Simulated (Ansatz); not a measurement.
Consider the isomerisation: `C=C(F)[SiH](O)F` → `O=C([SiH3])C(F)F`.

Gas-phase electronic energies from Ansatz, PBE0-D4/def2-TZVP geometries. CBS: MP2 limit from def2 TZ/QZ plus the TZ coupled-cluster correction, frozen cores. Functionals use def2-TZVPP. One conformer a species, not always the lowest.

```tsv
level	ΔE (kJ/mol)
PBE0-D4	339.4
ωB97M-V	350.9
```

Problem. What does CCSD(T)/CBS give? (Estimate.)

Solution. Ansatz gave: +364.7 kJ/mol. The listed levels differ from it by -25.3, -13.8 kJ/mol.

Largest T1 diagnostic among the species: 0.014.

From PBE to PBE0 (25 % exact exchange), in def2-TZVPP and without D4, ΔE moves by +14.3 kJ/mol.
